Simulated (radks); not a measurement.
The numbers below are computed, except where a source is named.
The scandium ion Sc2+ inside a hard spherical wall (all orbitals vanish at R), configuration held at [Ar] 3d1 and not refilled when levels cross. Level of theory: non-relativistic Kohn-Sham, LDA (Slater exchange, VWN5 correlation), spin-unpolarised, spherical densities, point nucleus (a radial shooting solver on a logarithmic mesh with Libxc functionals). Eigenvalues in eV, with the zero of energy where the potential of the charges vanishes at infinity; a dash marks a level that is unbound or too diffuse for the functional's potential to be trusted. A positive occupied level is held by the wall or, in an anion where self-interaction has pushed it up, behind a barrier. The pressure on the wall is -dE/dV.

R (bohr),E (hartree),kinetic (hartree),e(2p),e(3s),e(3p),e(3d),"e(4s, empty)","e(4p, empty)",pressure (GPa)
free,-757.94832,756.826,-403.00,-69.515,-48.919,-18.251,-15.735,-11.591,0
20,-757.94832,756.826,-403.00,-69.515,-48.919,-18.251,-15.735,-11.591,< 0.0001
15,-757.94832,756.826,-403.00,-69.515,-48.919,-18.251,-15.735,-11.591,< 0.0001
10,-757.94832,756.826,-403.00,-69.515,-48.919,-18.251,-15.734,-11.585,< 0.0001
8,-757.94830,756.826,-403.00,-69.513,-48.918,-18.250,-15.718,-11.509,0.000883
6,-757.94779,756.831,-402.96,-69.475,-48.881,-18.204,-15.375,-10.712,0.0615
5,-757.94518,756.850,-402.80,-69.349,-48.760,-18.032,-14.297,-8.894,0.524
4,-757.92836,756.962,-402.16,-68.871,-48.292,-17.285,-10.224,-3.238,5.76
3,-757.76531,758.000,-398.75,-66.543,-45.837,-13.576,6.714,16.848,118
2,-755.17992,770.143,-374.54,-48.583,-25.996,10.140,98.363,111.54,4720
